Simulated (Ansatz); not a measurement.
Molecule: sum formula BHF (charge 0, doublet). It need not be the lowest isomer of its formula. SMILES: [BH]F
Coordinates optimised at B3LYP-D3(BJ)/def2-TZVP (Ansatz, a first-principles code):
```xyz
3

B     -0.6180     0.4147     0.0242
F      0.5272    -0.2094    -0.0070
H     -1.6550    -0.1892    -0.0583
```
Charge 0, spin multiplicity 2.

Wanted: vertical ionisation energy (to the singlet state of charge +1; each state is the SCF solution reached for its spin), in eV. Correlated levels leave the core frozen unless marked. UHF or UKS for open shells. Spin-orbit coupling is left out. No relativistic terms. CBS marks a two-point X^-3 extrapolation of the correlation energy; Hartree-Fock from the larger set.

CCSD(T)/CBS(aug-cc-pVTZ,aug-cc-pVQZ) (Ansatz) gives 9.18 eV.

**Question.** Another calculation gave 9.20 eV. Which level was it?
(A) PBE/def2-TZVPD (Ansatz)
(B) BHLYP/def2-TZVPD (Ansatz)
(C) wB97M-V/def2-TZVPD (Ansatz)

**Answer.** A, PBE/def2-TZVPD (Ansatz). The others give 9.38 (BHLYP), 9.05 (wB97M-V) eV.
